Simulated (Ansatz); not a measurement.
Reaction (isomerisation): `CCC1=CCCC1` → `CCC#CCCC`

Calculated with Ansatz (gas phase, PBE0-D4/def2-TZVP geometries, no zero-point term in ΔE). CCSD(T)/CBS adds triple-zeta CCSD(T) − MP2 to the extrapolated MP2 energy (def2 sets, frozen cores). DFT in def2-TZVPP. B3LYP here is the variant with VWN-RPA as its local correlation; programs differ in this. HSE06 is defined as in plane-wave codes. One conformer a species, not always the lowest.

```json
{"level": "B3LYP-D4", "ΔE (kJ/mol)": "105.3"}
{"level": "HSE06", "ΔE (kJ/mol)": "123.1"}
{"level": "HF/def2-TZVPP", "ΔE (kJ/mol)": "92.6"}
{"level": "CCSD/def2-TZVPP", "ΔE (kJ/mol)": "111.7"}
```

What does CCSD(T)/CBS give? (An estimate is asked.)

Computed: +112.1 kJ/mol. The listed levels differ from it by -6.8, 11.0, -19.5, -0.4 kJ/mol.

Largest T1 diagnostic among the species: 0.010.

At CCSD(T), def2-SVP lies +6.1 kJ/mol from the extrapolated value and def2-TZVPP +1.3 kJ/mol. From BLYP to BHLYP (50 % exact exchange), in def2-TZVPP and without D4, ΔE moves by +23.5 kJ/mol.
